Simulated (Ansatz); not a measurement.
Isolated molecules relaxed with PBE0-D4/def2-TZVP in Ansatz; ΔE leaves out vibrations. CBS: MP2 limit from def2 TZ/QZ plus the TZ coupled-cluster correction, frozen cores. DFT in def2-TZVPP. For Ga, Ge outer-core shells are correlated without core-valence functions, which leaves a few kJ/mol of doubt a bond. Scalar relativity is left out up to krypton. One conformer a species, not always the lowest.

`C[O][Ga]([SH])[Cl]` + `[CH3][GeH2][SH]` → `C[O][Ga]([CH3])[Cl]` + `[SH][GeH2][SH]`  (redistribution)

```json
{"level": "r2SCAN0-D4", "ΔE (kJ/mol)": "36.5"}
{"level": "BHLYP-D4", "ΔE (kJ/mol)": "37.4"}
{"level": "BLYP", "ΔE (kJ/mol)": "29.8"}
{"level": "r2SCAN0", "ΔE (kJ/mol)": "36.5"}
```

(1) What does CCSD(T)/CBS give? (Best estimate.)

Largest T1 diagnostic among the species: 0.013.

Answers

(1) Ansatz gave: +35.6 kJ/mol. The listed levels differ from it by 0.9, 1.8, -5.8, 0.9 kJ/mol.

From PBE to PBE0 (25 % exact exchange), in def2-TZVPP and without D4, ΔE moves by +3.3 kJ/mol. In def2-TZVPP, CCSD(T) changes the Hartree–Fock value by −3.8 kJ/mol (the triples alone add −0.5 kJ/mol) and MP2 by −3.6 kJ/mol. Leaving LDA and LC-ωPBE aside and taking each functional with its dispersion term where it has one, the values, not all of them listed here, spread over 6.9 kJ/mol, from BLYP-D4 to PBE-QIDH.

CCSD(T)/CBS has its own doubt, a few kJ/mol and more with outer-core shells, so smaller differences from it don't rank the levels.
